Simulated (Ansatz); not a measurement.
Cost and result for the atomization energy of `ClB1CO1` (6 atoms, 6 bonds).

Charge 0, multiplicity 1. The structure was optimised at the PBE0-D4/def2-TZVP level. Program: Ansatz. All runs use 2 threads of an Arm Neoverse V1 on a shared host. Times are those of one run each, without the atoms' runs, and a repeat can differ threefold. Electronic energies, without spin–orbit coupling; frozen cores. CCSD(T)/CBS adds CCSD(T) − MP2 in def2-TZVPP to the MP2 limit, and its time is that of the two runs behind it. T1 = 0.014. B3LYP takes the VWN-RPA correlation (the form of Gaussian; ORCA's B3LYP/G). HSE06 is the plane-wave form, built on full-range PBE exchange.

CCSD(T)/CBS is a level of theory with its own doubt, some kJ/mol a heavy atom from the limit and from the frozen cores, so smaller differences don't rank the functionals.

```json
{"level": "LDA (SPW92)/def2-TZVPP", "functions": "163", "wall time": "0.95 s", "atomization (kcal/mol)": "678.2", "difference from CCSD(T)/CBS": "103.1", "per bond": "17.2"}
{"level": "CCSD(T)/def2-SVP", "functions": "70", "wall time": "1.4 s", "atomization (kcal/mol)": "550.4", "difference from CCSD(T)/CBS": "-24.7", "per bond": "-4.1"}
{"level": "PBE-D4/def2-TZVPP (with forces)", "functions": "163", "wall time": "1.9 s", "atomization (kcal/mol)": "601.5", "difference from CCSD(T)/CBS": "26.4", "per bond": "4.4"}
{"level": "HSE06-D4/def2-TZVPP", "functions": "163", "wall time": "2.5 s", "atomization (kcal/mol)": "585.3", "difference from CCSD(T)/CBS": "10.2", "per bond": "1.7"}
{"level": "CAM-B3LYP-D4/def2-TZVPP", "functions": "163", "wall time": "2.5 s", "atomization (kcal/mol)": "579.3", "difference from CCSD(T)/CBS": "4.2", "per bond": "0.7"}
{"level": "B3LYP-D4/def2-TZVPP (with forces)", "functions": "163", "wall time": "2.8 s", "atomization (kcal/mol)": "576.2", "difference from CCSD(T)/CBS": "1.1", "per bond": "0.2"}
{"level": "PBE-QIDH/def2-TZVPP", "functions": "163", "wall time": "3.6 s", "atomization (kcal/mol)": "578.5", "difference from CCSD(T)/CBS": "3.4", "per bond": "0.6"}
{"level": "r2SCAN-D4/def2-TZVPP (with forces)", "functions": "163", "wall time": "4 s", "atomization (kcal/mol)": "585.7", "difference from CCSD(T)/CBS": "10.6", "per bond": "1.8"}
{"level": "ωB97X-V/def2-TZVPP", "functions": "163", "wall time": "5.5 s", "atomization (kcal/mol)": "579.3", "difference from CCSD(T)/CBS": "4.2", "per bond": "0.7"}
{"level": "ωB97M-V/def2-TZVPP (with forces)", "functions": "163", "wall time": "8 s", "atomization (kcal/mol)": "582.2", "difference from CCSD(T)/CBS": "7.1", "per bond": "1.2"}
{"level": "MP2/def2-QZVPP", "functions": "301", "wall time": "11 s", "atomization (kcal/mol)": "591.8", "difference from CCSD(T)/CBS": "16.7", "per bond": "2.8"}
{"level": "CCSD(T)/def2-TZVPP", "functions": "163", "wall time": "28 s", "atomization (kcal/mol)": "560.0", "difference from CCSD(T)/CBS": "-15.1", "per bond": "-2.5"}
{"level": "CCSD(T)/CBS(def2)", "functions": "–", "wall time": "38 s", "atomization (kcal/mol)": "575.1", "difference from CCSD(T)/CBS": "0.0", "per bond": "0.0"}
```

From PBE to PBE0 (25 % exact exchange), in def2-TZVPP and without D4, the atomization energy moves by −16.4 kcal/mol: exact exchange takes away binding that semilocal exchange gives to molecules. Leaving LDA and LC-ωPBE aside and taking each functional with its dispersion term where it has one, the values, not all of them listed here, spread over 48.9 kcal/mol, from BHLYP-D4 to PBE-D4. LDA lies +79.1 kcal/mol from PBE without D4, its usual overbinding. In def2-TZVPP, CCSD(T) changes the Hartree–Fock value by +146.7 kcal/mol (the triples alone add +12.1 kcal/mol) and MP2 by +169.6 kcal/mol; breaking electron pairs costs correlation energy, which Hartree–Fock lacks.
